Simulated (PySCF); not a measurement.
Molfile (atoms numbered from 1):
```
C10H18
     RDKit          3D

 28 29  0  0  0  0  0  0  0  0999 V2000
    4.5013   -0.8654    0.1059 C   0  0  0  0  0  0  0  0  0  0  0  0
    3.3340   -0.0872   -0.4794 C   0  0  0  0  0  0  0  0  0  0  0  0
    1.9941   -0.4376    0.1559 C   0  0  0  0  0  0  0  0  0  0  0  0
    0.8399    0.3564   -0.4003 C   0  0  2  0  0  0  0  0  0  0  0  0
    0.5176    1.7174    0.1477 C   0  0  0  0  0  0  0  0  0  0  0  0
   -0.4133    0.5635    0.3982 C   0  0  1  0  0  0  0  0  0  0  0  0
   -1.7596    0.5097   -0.2571 C   0  0  0  0  0  0  0  0  0  0  0  0
   -2.9896    1.0922    0.4740 C   0  0  0  0  0  0  0  0  0  0  0  0
   -3.8258   -0.0729   -0.0871 C   0  0  0  0  0  0  0  0  0  0  0  0
   -2.5125   -0.8370   -0.3376 C   0  0  0  0  0  0  0  0  0  0  0  0
    4.6022   -0.6796    1.1874 H   0  0  0  0  0  0  0  0  0  0  0  0
    5.4546   -0.5884   -0.3691 H   0  0  0  0  0  0  0  0  0  0  0  0
    4.3656   -1.9516   -0.0280 H   0  0  0  0  0  0  0  0  0  0  0  0
    3.5103    0.9969   -0.3674 H   0  0  0  0  0  0  0  0  0  0  0  0
    3.2742   -0.2682   -1.5673 H   0  0  0  0  0  0  0  0  0  0  0  0
    2.0514   -0.2723    1.2470 H   0  0  0  0  0  0  0  0  0  0  0  0
    1.7959   -1.5175    0.0252 H   0  0  0  0  0  0  0  0  0  0  0  0
    0.6893    0.2359   -1.4805 H   0  0  0  0  0  0  0  0  0  0  0  0
    0.1882    2.4970   -0.5453 H   0  0  0  0  0  0  0  0  0  0  0  0
    1.1205    2.0848    0.9833 H   0  0  0  0  0  0  0  0  0  0  0  0
   -0.3973    0.1512    1.4156 H   0  0  0  0  0  0  0  0  0  0  0  0
   -1.6903    0.9517   -1.2667 H   0  0  0  0  0  0  0  0  0  0  0  0
   -2.8662    1.0102    1.5664 H   0  0  0  0  0  0  0  0  0  0  0  0
   -3.2955    2.1226    0.2371 H   0  0  0  0  0  0  0  0  0  0  0  0
   -4.5746   -0.5360    0.5731 H   0  0  0  0  0  0  0  0  0  0  0  0
   -4.3208    0.2019   -1.0316 H   0  0  0  0  0  0  0  0  0  0  0  0
   -2.2505   -1.4800    0.5183 H   0  0  0  0  0  0  0  0  0  0  0  0
   -2.4159   -1.4310   -1.2594 H   0  0  0  0  0  0  0  0  0  0  0  0
  1  2  1  0
  2  3  1  0
  3  4  1  0
  4  5  1  0
  5  6  1  0
  6  7  1  0
  7  8  1  0
  8  9  1  0
  9 10  1  0
  6  4  1  0
 10  7  1  0
  1 11  1  0
  1 12  1  0
  1 13  1  0
  2 14  1  0
  2 15  1  0
  3 16  1  0
  3 17  1  0
  4 18  1  6
  5 19  1  0
  5 20  1  0
  6 21  1  1
  7 22  1  0
  8 23  1  0
  8 24  1  0
  9 25  1  0
  9 26  1  0
 10 27  1  0
 10 28  1  0
M  END
```

Geometry: PBE0-D3(BJ)/def2-SVP; GIAO absolute shieldings from PySCF 2.14, gas phase, non-relativistic, averaged over equivalent atoms.

At wB97X-D/pcSseg-1 (260 basis functions, 57 s wall time on 1 thread of an Intel Xeon 6975P-C, shared host):
```tsv
atoms	σ (ppm)
C7	142.1
C3	145.1
C10	154.7
C8	154.7
C6	159.0
C2	159.0
C4	165.0
C9	165.1
C1	167.9
C5	171.7
H28	29.47
H24	29.49
H17	29.63
H27	29.72
H23	29.74
H26	29.74
H25	29.80
H14	30.11
H15	30.16
H22	30.31
H11/H12/H13	30.44
H18	31.26
H19	31.26
H21	31.27
H16	31.29
H20	31.31
```

What do these become at PBE0/pcSseg-1?

Answers


```
      atoms  σ at PBE0/pcSseg-1  change
         C7               140.7    -1.4
         C3               144.0    -1.1
        C10               153.9    -0.8
         C8               154.0    -0.7
         C6               158.3    -0.7
         C2               158.4    -0.6
         C4               164.5    -0.5
         C9               164.5    -0.6
         C1               167.8    -0.1
         C5               171.6    -0.1
        H28               29.30   -0.17
        H24               29.33   -0.16
        H17               29.45   -0.18
        H27               29.57   -0.15
        H23               29.59   -0.15
        H26               29.58   -0.16
        H25               29.65   -0.15
        H14               29.96   -0.15
        H15               30.02   -0.14
        H22               30.12   -0.19
H11/H12/H13               30.32   -0.12
        H18               31.12   -0.14
        H19               31.15   -0.11
        H21               31.13   -0.14
        H16               31.15   -0.14
        H20               31.19   -0.12
```

The largest change is at C7 (sp3 CH in a ring). Cost: 260 basis functions, 44 s wall time on 1 thread of an Intel Xeon 6975P-C, shared host. The order of the carbon signals is the same at both levels.
